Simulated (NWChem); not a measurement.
System: C4H12Si; SMILES [Si](C)(C)(C)C

Program: NWChem. Medium grid unless said otherwise, to which SCAN and Minnesota functionals are sensitive. Structure relaxed at the PBE0/def2-SVP level. Hybrids' shares of exact exchange are those that their runs print; pure functionals count as 0. The functionals differ in more than this share.

```csv
row,share of exact exchange,orbital gap (eV)
"LDA (Slater exchange, VWN5)/def2-TZVPD",0.00,6.58
BLYP/def2-TZVPD,0.00,6.47
B3LYP/def2-TZVPD,0.20,8.02
PBE0/def2-TZVPD,0.25,8.47
M06-2X/def2-TZVPD,0.54,9.82
Hartree-Fock/def2-TZVPD,1.00,withheld
```

**Question.** Fit a straight line of the last column on the one before it, predict the withheld value, and compare with the run.

**Answer.** 
1. Means of the 5 shown rows: x = 0.198, y = 7.872. Slope Σ(x − x̄)(y − ȳ)/Σ(x − x̄)² = 1.231/0.1981 = 6.215; intercept 6.641.
2. The shown rows scatter about the line by 0.178 (root mean square); the largest residual is +0.28, at PBE0/def2-TZVPD.
3. At x = 1.00 (Hartree-Fock/def2-TZVPD; beyond the shown range) the line gives 12.86.
4. The run gives 13.40, +0.54 from the line, 3.0 times the scatter.
